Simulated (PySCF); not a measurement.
PySCF input (TPSS/def2-TZVPD):

```python
from pyscf import gto, scf, dft

mol = gto.M(
    atom='''
    Sn   -0.00583426    0.00539243    0.72574057
    Br    1.12083403    1.80478161   -0.52284777
    Br   -1.11249936   -1.81248508   -0.51392447
    ''',
    basis='def2-tzvpd',
    ecp='def2-tzvp',
    charge=1,
    spin=1,
    verbose=4,
)

mf = dft.UKS(mol, xc='tpss').density_fit(auxbasis='def2-universal-jkfit')
mf.grids.level = 3
mf.conv_tol = 1e-9
mf.max_cycle = 100
mf.max_memory = 1500
mf.kernel()
if not mf.converged:
    mf = mf.newton()
    mf.kernel(mf.make_rdm1())
for _ in range(2):
    mo, _, stable, _ = mf.stability(return_status=True)
    if stable:
        break
    mf.kernel(mf.make_rdm1(mo, mf.mo_occ))
mf.analyze()
```

Output:

```
ECP def2-tzvp not found for  Br
PySCF version 2.14.0

[INPUT] verbose = 4
[INPUT] num. atoms = 3
[INPUT] num. electrons = 91
[INPUT] charge = 1
[INPUT] spin (= nelec alpha-beta = 2S) = 1
[INPUT] symmetry False subgroup None
[INPUT] Mole.unit = angstrom
[INPUT] Symbol           X                Y                Z      unit          X                Y                Z       unit  Magmom
[INPUT]  1 Sn    -0.005834260000   0.005392430000   0.725740570000 AA   -0.011025153540   0.010190215846   1.371450914786 Bohr   0.0
[INPUT]  2 Br     1.120834030000   1.804781610000  -0.522847770000 AA    2.118069347793   3.410542957552  -0.988039090140 Bohr   0.0
[INPUT]  3 Br    -1.112499360000  -1.812485080000  -0.513924470000 AA   -2.102319104154  -3.425100406060  -0.971176497012 Bohr   0.0

nuclear repulsion = 483.361301378334
number of shells = 56
number of NR pGTOs = 321
number of NR cGTOs = 170
basis = def2-tzvpd
ecp = def2-tzvp

******** <class 'pyscf.df.df_jk.DFUKS'> ********
method = DFUKS
initial guess = minao
damping factor = 0
level_shift factor = 0
DIIS = <class 'pyscf.scf.diis.CDIIS'>
diis_start_cycle = 1
diis_space = 8
diis_damp = 0
SCF conv_tol = 1e-09
SCF conv_tol_grad = None
SCF max_cycles = 100
direct_scf = False
number electrons alpha = 46  beta = 45
XC library pyscf.dft.libxc version 7.1.2
    S. Lehtola, C. Steigemann, M. J. T. Oliveira, and M. A. L. Marques,  SoftwareX 7, 1–5 (2018)
XC functionals = tpss
    J. Tao, J. P. Perdew, V. N. Staroverov, and G. E. Scuseria,  Phys. Rev. Lett. 91, 146401 (2003)
    J. P. Perdew, J. Tao, V. N. Staroverov, and G. E. Scuseria,  J. Chem. Phys. 120, 6898 (2004)
    J. Tao, J. P. Perdew, V. N. Staroverov, and G. E. Scuseria,  Phys. Rev. Lett. 91, 146401 (2003)
    J. P. Perdew, J. Tao, V. N. Staroverov, and G. E. Scuseria,  J. Chem. Phys. 120, 6898 (2004)
radial grids:
    Treutler-Ahlrichs [JCP 102, 346 (1995); DOI:10.1063/1.469408] (M4) radial grids

becke partition: Becke, JCP 88, 2547 (1988); DOI:10.1063/1.454033
pruning grids: <function nwchem_prune>
grids dens level: 3
symmetrized grids: False
atomic radii adjust function: <function treutler_atomic_radii_adjust>
small_rho_cutoff = 0
Set gradient conv threshold to 3.16228e-05
tot grids = 62808
init E= -5323.85960832648
  alpha nocc = 46  HOMO = -0.562794691588578  LUMO = -0.529852957555818
  beta  nocc = 45  HOMO = -0.565968614276794  LUMO = -0.562794691588583

WARN: HOMO -0.562794691588578 >= LUMO -0.562794691588583

[...]
  beta  nocc = 45  HOMO = -0.472793875524068  LUMO = -0.43189520193251
  HOMO = -0.461963377211  LUMO = -0.431895201933  gap/eV = 0.81820
Extra cycle  E= -5362.12384157823  delta_E= 1.73e-10  |g|= 1.68e-05  |ddm|= 3.43e-05
converged SCF energy = -5362.12384157823  <S^2> = 0.75395833  2S+1 = 2.0039544
uhf_internal: lowest eigs of H = [0.72769251 0.76161539 0.76438942]
<class 'pyscf.df.df_jk.DFUKS'> wavefunction is stable in the internal stability analysis
**** SCF Summaries ****
Total Energy =                       -5362.123841578233623
Nuclear Repulsion Energy =             483.361301378334019
One-electron Energy =                -8485.036262139177779
Two-electron Energy =                 2639.551119182609455
Two-electron Coulomb Energy =         2839.679712900662707
DFT Exchange-Correlation Energy =     -200.128593718053224
HOMO-LUMO gap [eV] =                     0.818196724424749
**** MO energy ****
                             alpha | beta                alpha | beta
MO #1   energy= -481.95369131636   | -481.952901925323  occ= 1 | 1
MO #2   energy= -481.95368222559   | -481.952892840564  occ= 1 | 1
MO #3   energy= -62.1696289141351  | -62.1693727556518  occ= 1 | 1
MO #4   energy= -62.1696205645947  | -62.1693644076919  occ= 1 | 1
MO #5   energy= -56.0047361653191  | -56.0034064679103  occ= 1 | 1
MO #6   energy= -56.0047266465287  | -56.0033966513543  occ= 1 | 1
MO #7   energy= -56.0010605523022  | -56.0007953203924  occ= 1 | 1
MO #8   energy= -56.001052146517   | -56.0007869150702  occ= 1 | 1
MO #9   energy= -56.0009359722111  | -56.0005564614328  occ= 1 | 1
MO #10  energy= -56.0009274270171  | -56.000547802943   occ= 1 | 1
MO #11  energy= -8.69964391759551  | -8.69859962878913  occ= 1 | 1
MO #12  energy= -8.69963569717103  | -8.69859141565929  occ= 1 | 1
MO #13  energy= -6.54421720233482  | -6.54184924513561  occ= 1 | 1
MO #14  energy= -6.54421141754235  | -6.54184347368829  occ= 1 | 1
MO #15  energy= -6.53373015545283  | -6.53323250227824  occ= 1 | 1
MO #16  energy= -6.53371982182883  | -6.53322217592427  occ= 1 | 1
MO #17  energy= -6.53329714514944  | -6.53260911072224  occ= 1 | 1
MO #18  energy= -6.53328894247091  | -6.53260090525904  occ= 1 | 1
MO #19  energy= -5.20778659858107  | -5.20654866760395  occ= 1 | 1
MO #20  energy= -3.58332373647748  | -3.58185867814566  occ= 1 | 1
MO #21  energy= -3.5784750604661   | -3.5764172368462   occ= 1 | 1
MO #22  energy= -3.57538434429061  | -3.57489896506177  occ= 1 | 1
MO #23  energy= -2.71083043509121  | -2.70823823643862  occ= 1 | 1
MO #24  energy= -2.71082339615479  | -2.70823128500872  occ= 1 | 1
MO #25  energy= -2.7080617776618   | -2.7061024650495   occ= 1 | 1
MO #26  energy= -2.70804145292399  | -2.70608212919591  occ= 1 | 1
MO #27  energy= -2.70776544682997  | -2.70561361354955  occ= 1 | 1
MO #28  energy= -2.70775419248173  | -2.70560269801183  occ= 1 | 1
MO #29  energy= -2.69985055193921  | -2.699359471205    occ= 1 | 1
MO #30  energy= -2.69984155924673  | -2.69935014198246  occ= 1 | 1
MO #31  energy= -2.69983842232485  | -2.69934273533427  occ= 1 | 1
MO #32  energy= -2.69983439253443  | -2.69933891635486  occ= 1 | 1
MO #33  energy= -1.22498773781355  | -1.22221311967685  occ= 1 | 1
MO #34  energy= -1.2229177044833   | -1.21940384165847  occ= 1 | 1
MO #35  energy= -1.22073400772761  | -1.21897081446511  occ= 1 | 1
MO #36  energy= -1.22057537722753  | -1.21768625346695  occ= 1 | 1
MO #37  energy= -1.21842178031801  | -1.21541208833238  occ= 1 | 1
MO #38  energy= -0.937580794175889 | -0.926418117012516 occ= 1 | 1
MO #39  energy= -0.927445606974538 | -0.91581474631593  occ= 1 | 1
MO #40  energy= -0.670505099880742 | -0.657261149648235 occ= 1 | 1
MO #41  energy= -0.555149255215556 | -0.538036910567781 occ= 1 | 1
MO #42  energy= -0.500378340528993 | -0.492622696195467 occ= 1 | 1
MO #43  energy= -0.496887158611928 | -0.491735365235833 occ= 1 | 1
MO #44  energy= -0.481342098420029 | -0.477505100438709 occ= 1 | 1
MO #45  energy= -0.478575550602605 | -0.472793875524068 occ= 1 | 1
MO #46  energy= -0.461963377211174 | -0.43189520193251  occ= 1 | 0
MO #47  energy= -0.342510416150758 | -0.330010667140914 occ= 0 | 0
MO #48  energy= -0.280968695186917 | -0.269131578480063 occ= 0 | 0
MO #49  energy= -0.234196604007813 | -0.2200867497936   occ= 0 | 0
MO #50  energy= -0.154589474389096 | -0.15173876735396  occ= 0 | 0
MO #51  energy= -0.110959630644117 | -0.105957248764591 occ= 0 | 0
MO #52  energy= -0.108885314993855 | -0.104578068813126 occ= 0 | 0
MO #53  energy= -0.102090219641354 | -0.0995259469694117 occ= 0 | 0
MO #54  energy= -0.100856454639199 | -0.0955560594127792 occ= 0 | 0
MO #55  energy= -0.0952429153097815 | -0.0937036951205876 occ= 0 | 0
MO #56  energy= -0.0908418832797836 | -0.0869707077571444 occ= 0 | 0
MO #57  energy= -0.0850469939132616 | -0.0807448028443548 occ= 0 | 0
MO #58  energy= -0.0791889533969529 | -0.076439608820411 occ= 0 | 0
MO #59  energy= -0.0661686208609512 | -0.064432894417451 occ= 0 | 0
MO #60  energy= -0.0514903495589956 | -0.049908978542489 occ= 0 | 0
MO #61  energy= -0.0512412190221904 | -0.0450032085432101 occ= 0 | 0
MO #62  energy= -0.0433597886951089 | -0.0387023366919034 occ= 0 | 0
MO #63  energy= -0.035365736024102 | -0.0251584360286414 occ= 0 | 0
MO #64  energy= -0.0197482494343121 | -0.0156412340719277 occ= 0 | 0
MO #65  energy= -0.0105647793608147 | -0.0068153080817982 occ= 0 | 0
MO #66  energy= -0.00746857311916238 | -0.00146850033049317 occ= 0 | 0
MO #67  energy= 0.0022987863075814 | 0.00545736170696753 occ= 0 | 0
MO #68  energy= 0.0161586689171033 | 0.0210766022745299 occ= 0 | 0
MO #69  energy= 0.0313189745832426 | 0.0343456534745089 occ= 0 | 0
MO #70  energy= 0.0328172355677712 | 0.0353647503035224 occ= 0 | 0
MO #71  energy= 0.0360728310206252 | 0.0391194834272514 occ= 0 | 0
MO #72  energy= 0.0387550733036723 | 0.0421094015156991 occ= 0 | 0
MO #73  energy= 0.0440373030594589 | 0.0479223826893204 occ= 0 | 0
MO #74  energy= 0.0569871734951393 | 0.0632274316552621 occ= 0 | 0
MO #75  energy= 0.0685738221780748 | 0.076029778848424  occ= 0 | 0
MO #76  energy= 0.0976699208092159 | 0.105056478387577  occ= 0 | 0
MO #77  energy= 0.112771399366791  | 0.117449182174634  occ= 0 | 0
MO #78  energy= 0.124939087573741  | 0.129102842834342  occ= 0 | 0
MO #79  energy= 0.127799472922265  | 0.132393933941404  occ= 0 | 0
MO #80  energy= 0.139105278029254  | 0.145080444094081  occ= 0 | 0
MO #81  energy= 0.143543311435203  | 0.150878043434324  occ= 0 | 0
MO #82  energy= 0.172462047921414  | 0.179221505404418  occ= 0 | 0
MO #83  energy= 0.206721392293413  | 0.21028433413699   occ= 0 | 0
MO #84  energy= 0.20723924193029   | 0.212697067103848  occ= 0 | 0
MO #85  energy= 0.21772733789097   | 0.222435382832436  occ= 0 | 0
MO #86  energy= 0.241847174720552  | 0.246343106691761  occ= 0 | 0
MO #87  energy= 0.253783727241019  | 0.260819799360095  occ= 0 | 0
MO #88  energy= 0.255289485119475  | 0.261152533310524  occ= 0 | 0
MO #89  energy= 0.26530615606616   | 0.266759156164863  occ= 0 | 0
MO #90  energy= 0.269105230894487  | 0.276704227937196  occ= 0 | 0
MO #91  energy= 0.283438460339812  | 0.291412452312891  occ= 0 | 0
MO #92  energy= 0.288046051700586  | 0.291733156109852  occ= 0 | 0
MO #93  energy= 0.306291890332066  | 0.312584712561097  occ= 0 | 0
MO #94  energy= 0.308581059587294  | 0.316282934378993  occ= 0 | 0
MO #95  energy= 0.310039889816981  | 0.317779575619448  occ= 0 | 0
MO #96  energy= 0.341690147845422  | 0.35203528445544   occ= 0 | 0
MO #97  energy= 0.408912259778205  | 0.415095660178177  occ= 0 | 0
MO #98  energy= 0.415043015908618  | 0.421616639764183  occ= 0 | 0
MO #99  energy= 0.465491671227892  | 0.481445788534761  occ= 0 | 0
MO #100 energy= 0.493549050361245  | 0.49995127043663   occ= 0 | 0
MO #101 energy= 0.49599767146725   | 0.510249539842931  occ= 0 | 0
MO #102 energy= 0.55994151197725   | 0.567855557557078  occ= 0 | 0
MO #103 energy= 0.561885555183504  | 0.56893709821066   occ= 0 | 0
MO #104 energy= 0.579718824969463  | 0.588520254043966  occ= 0 | 0
[...]
```
